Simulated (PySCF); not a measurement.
**How methods differ on the excitation energy of Ir**

Ir [Xe] 4f14 5d7 6s2 (4F) → Ir [Xe] 4f14 5d6 6s2 6p1 (high-spin determinant), as a difference of total energies. Computed with PySCF 2.14 in x2c-TZVPPall, with scalar relativity by spin-free X2C-1e. Correlated levels: valence: [Xe] 4f14 frozen. The calculations carry no spin-orbit coupling.

```tsv
method	excitation energy (cm⁻¹)
UHF	34542
MP2 (valence)	43125
SCS-MP2 (valence)	44783
CCSD (valence)	40695
CCSD(T) (valence)	38975
```

A first-order spin-orbit estimate (lowest level to lowest level, LS coupling) adds 0.482 eV.

The basis was made for the ground configuration and has no added diffuse functions, so the excitation energy can come out too high.

The coupled-cluster amplitudes are large for the upper state (T1 above 0.03 or a double amplitude above 0.15), so a single reference is strained.

The determinant of the upper state mixes LS terms, which raises its energy above the lowest term, most at the Hartree-Fock and MP2 levels.
